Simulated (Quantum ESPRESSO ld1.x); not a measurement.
F4+, configuration [He] 2s2 2p0.5 3d0.5 (fractional occupations, a model configuration). All-electron calculation, non-relativistic Kohn-Sham, PBE, spin-unpolarised, spherical densities, point nucleus. Program: ld1.x of Quantum ESPRESSO 7.5.

X-ray form factor f0, the Fourier transform of the density (f0(0) = 5):

sin(theta)/lambda (1/angstrom)  f0 (electrons)
0.05                                     4.921
0.1                                      4.706
0.15                                     4.409
0.2                                      4.083
0.25                                     3.759
0.3                                      3.452
0.4                                      2.902
0.5                                      2.449
0.6                                      2.104
0.8                                      1.685
1                                        1.476
1.25                                     1.306
1.5                                      1.147
2                                        0.836
